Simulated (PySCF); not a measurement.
WOF3 (doublet state).
Bonds: W1–O2, W1–F3, W1–F4, W1–F5.

Computed by this run: PBE0-D3(BJ)/def2-SVP geometry optimisation, gas phase, def2 core potentials past Kr in PySCF; unrestricted, density fitting, grid level 1; the optimiser is geomeTRIC in internal coordinates, started from a GFN2-xTB structure with every atom displaced at random (about 0.03 Å).

Step 0: E = -12008.8981 eV
```
atom  x, y, z in Å  |  force x, y, z in eV/Å
W1      0.1825   -0.2862    0.0700   -3.972   0.786  -3.410
O2      0.2170   -0.4151    1.7184    0.332  -0.204   2.201
F3      1.6394    0.6483   -0.4035    2.653   0.171   0.097
F4     -0.5386    1.1092   -1.0415   -0.320  -0.678   0.666
F5     -1.4254   -1.1667   -0.4055    1.307  -0.075   0.446
```

Task: Estimate the geometry and energy of step 1. (The exact step hangs on the optimiser's Hessian estimate; all steps are aligned on step 0, rigid shifts and turns removed.)

Result: E = -12009.2336 eV, largest force 3.709 eV/Å
```
atom  x, y, z in Å  |  force x, y, z in eV/Å
W1      0.1695   -0.2413    0.0387   -3.026   1.206  -1.774
O2      0.2330   -0.3758    1.7017   -0.002  -0.330   0.972
F3      1.7465    0.5649   -0.3454    1.399   0.022  -0.320
F4     -0.6752    1.1130   -1.0253    0.624  -0.498   0.695
F5     -1.3990   -1.1712   -0.4318    1.005  -0.399   0.427
```

The energy changes by -0.3355 eV. The first-order estimate −F·Δx gives -0.5046 eV and the mean of the old and new forces, exact on a quadratic surface, -0.3475 eV. The step makes an angle of 69° with the force vector and moves no atom by more than 0.148 Å.

What follows is the cost of the whole optimisation. The run took 2.4 min wall on one thread of an Arm Neoverse V1, on a shared host, and the process peaked at 0.36 GiB of memory.
